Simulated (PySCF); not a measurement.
Species: C8H13GeN.
Numbering: `[CH3:1][Ge:2]([CH3:3])([CH3:4])[c:5]1[cH:6][cH:7][n:8][cH:9][cH:10]1` (hydrogens: H11, H12, H13 on C1; H14, H15, H16 on C3; H17, H18, H19 on C4; H20 on C6; H21 on C7; H22 on C9; H23 on C10)

Method: PBE0-D3(BJ)/def2-SVP geometry optimisation, gas phase (PySCF 2.14.0); density fitting, grid level 1; the optimiser is geomeTRIC in internal coordinates, started from a GFN2-xTB structure with every atom displaced at random (about 0.01 Å).

At the end of the run (lengths in Å): Ge2–C3 1.954, C1–H12 1.100, C4–H18 1.100, C1–H13 1.100, C1–Ge2 1.954, C4–H17 1.100, C3–H15 1.100, C1–Ge2–C5 108.3°, C4–Ge2–C5 108.9°, C1–Ge2–C4 110.7°, Ge2–C5–C10 122.5°, C1–Ge2–C5–C6 -60°.

Question: These geometries were met on the way; a selection of coordinates is given. Order them by energy above the end point, lowest first.
A. Ge2–C3 1.997, C1–H12 1.060, C4–H18 1.062, C1–H13 1.134, C1–Ge2 1.987, C4–H17 1.069, C3–H15 1.070, C1–Ge2–C5 107.7°, C4–Ge2–C5 108.7°, C1–Ge2–C4 110.7°, Ge2–C5–C10 123.2°, C1–Ge2–C5–C6 -60°
B. Ge2–C3 1.949, C1–H12 1.111, C4–H18 1.108, C1–H13 1.099, C1–Ge2 1.947, C4–H17 1.104, C3–H15 1.106, C1–Ge2–C5 103.9°, C4–Ge2–C5 111.0°, C1–Ge2–C4 112.6°, Ge2–C5–C10 124.0°, C1–Ge2–C5–C6 -58°
C. Ge2–C3 1.954, C1–H12 1.102, C4–H18 1.101, C1–H13 1.101, C1–Ge2 1.955, C4–H17 1.100, C3–H15 1.101, C1–Ge2–C5 105.4°, C4–Ge2–C5 110.1°, C1–Ge2–C4 112.0°, Ge2–C5–C10 122.9°, C1–Ge2–C5–C6 -59°

Answer: C (0.008 eV), B (0.028 eV), A (0.232 eV).

```json
{"step": "2", "E above end (eV)": "0.008", "rms distance from the end, all atoms (Å)": "0.060", "largest force (eV/Å)": "0.155", "rms shift of all bonds from the end (Å)": "0.001"}
{"step": "1", "E above end (eV)": "0.028", "rms distance from the end, all atoms (Å)": "0.102", "largest force (eV/Å)": "0.580", "rms shift of all bonds from the end (Å)": "0.004"}
{"step": "0", "E above end (eV)": "0.232", "rms distance from the end, all atoms (Å)": "0.040", "largest force (eV/Å)": "2.438", "rms shift of all bonds from the end (Å)": "0.024"}
```

Rows stand in the order of the answer.
